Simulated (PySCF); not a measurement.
GaH, SMILES [GaH] (connectivity only; charge and spin as stated), neutral, multiplicity 1. Heavy atoms are numbered as in [GaH:1]. Hydrogens are named by the atom that carries them.

The structure is a stationary point at PBE0-D3(BJ)/def2-TZVPD.

These are ωB97X/def2-TZVPD (PySCF) values and carry that method's errors.

ESP charges are fitted to the potential on shells at 1.4 to 2.0 van der Waals radii. Atomic charges (e), one atom of each kind:

```json
[
 {"atom": "Ga1 (GaH)", "IAO": "?", "ESP fit": "0.14"},
 {"atom": "H on Ga1", "IAO": "?", "ESP fit": "-0.14"}
]
```

Problem. Fill in the missing entries. (The exact figures need the calculation; the answer reports its results.)

Solution. 
- Ga1 (GaH), IAO: 0.20
- H on Ga1, IAO: -0.20
